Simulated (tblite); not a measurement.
Compound: C9H7 (doublet state).
Numbering: `[C:1]#[C:2]/[CH:3]=[C:4](\[C:5]#[CH:6])[C:7](=[CH2:8])[CH3:9]` (hydrogens: H10 on C3; H11 on C6; H12, H13 on C8; H14, H15, H16 on C9)

The geometry is computed with GFN2-xTB (gas phase). This method treats the open shell by occupation alone, without spin polarisation.

Problem. Give the optimised bond lengths and angles.

Solution. 
```tsv
bond	length (Å)	order
C1≡C2	1.223	triple
C2–C3	1.396	single
C3=C4	1.369	double
C4–C5	1.412	single
C5≡C6	1.202	triple
C4–C7	1.457	single
C7=C8	1.338	double
C7–C9	1.500	single
C3–H10	1.082	single
C6–H11	1.049	single
C8–H12	1.077	single
C8–H13	1.076	single
C9–H14, C9–H15, C9–H16	1.089	single
```

Bonds in one row agree within 0.01 Å and their mean is given. Orders are formal, as drawn. A selection of angles:
```tsv
angle	degrees
C1–C2–C3	158.5
C2–C3–C4	122.8
C2–C3–H10	116.2
C4–C3–H10	121.0
C3–C4–C5	118.4
C3–C4–C7	123.2
C5–C4–C7	118.4
C4–C5–C6	178.7
C5–C6–H11	179.8
C4–C7–C8	120.6
C4–C7–C9	118.3
C8–C7–C9	121.1
C7–C8–H12	121.4
C7–C8–H13	121.7
H12–C8–H13	116.9
C7–C9–H14	110.2
C7–C9–H15	110.7
H14–C9–H15	108.3
```

Torsions: C1–C2–C3–C4 -93° (anticlinal); C2–C3–C4–C5 4° (synperiplanar); C3–C4–C7–C8 178° (antiperiplanar). The mirror-image conformer, all signs reversed, is as good.

C8 (carbon bonded to C and 2 H) is planar (angles 121.7°, 121.4° and 116.9°, sum 360.0°, 0.00 Å off the plane of its three neighbours). C3 (carbon bonded to 2 C and H) is planar (angles 122.8°, 121.0° and 116.2°, sum 360.0°, 0.00 Å off the plane of its three neighbours). Of the pairs four or more bonds apart, C5···H13 is among the closest relative to their van der Waals radii: 2.47 Å, 85 % of the sum of Bondi's values. C7 (carbon bonded to 3 C) is planar (angles 121.1°, 120.6° and 118.3°, sum 360.0°, 0.00 Å off the plane of its three neighbours). The 8 C–C bonds span 1.202 Å (C5≡C6, drawn triple) to 1.500 Å (C7–C9, drawn single), a spread of 0.298 Å. C4 (carbon bonded to 3 C) is planar (angles 123.2°, 118.4° and 118.4°, sum 360.0°, 0.01 Å off the plane of its three neighbours).

Point group: near Cs, missed by 0.39 Å at most; the miss may be what the optimiser left on a soft mode. Its GFN2-xTB frequencies are all real (lowest 42 cm⁻¹).

Time: 0.38 s. Hardware: one thread, Arm Neoverse V1 (aarch64), no GPU (shared host). That covers the optimisation of the geometry.
